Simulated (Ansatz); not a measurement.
HI, SMILES I.

Geometry optimised at B3LYP-D3(BJ)/def2-TZVPD. The def2 effective core potentials stand for the cores of I; spin–orbit coupling is left out.

Two levels are set side by side: PBE/def2-TZVPD (Ansatz, a quantum-chemistry and plane-wave program) and CAM-B3LYP/def2-TZVPD (Ansatz). Energy differences of separate SCF runs at the same geometry; the states with an electron removed or added have multiplicity 2 and 2. Differences are taken from unrounded values.

| quantity | CAM-B3LYP | PBE | PBE minus CAM-B3LYP |
|---|---|---|---|
| vertical ionisation energy (eV) | 10.62 | 10.53 | -0.10 |
| vertical singlet–triplet gap (eV) | 5.00 | 4.89 | -0.11 |
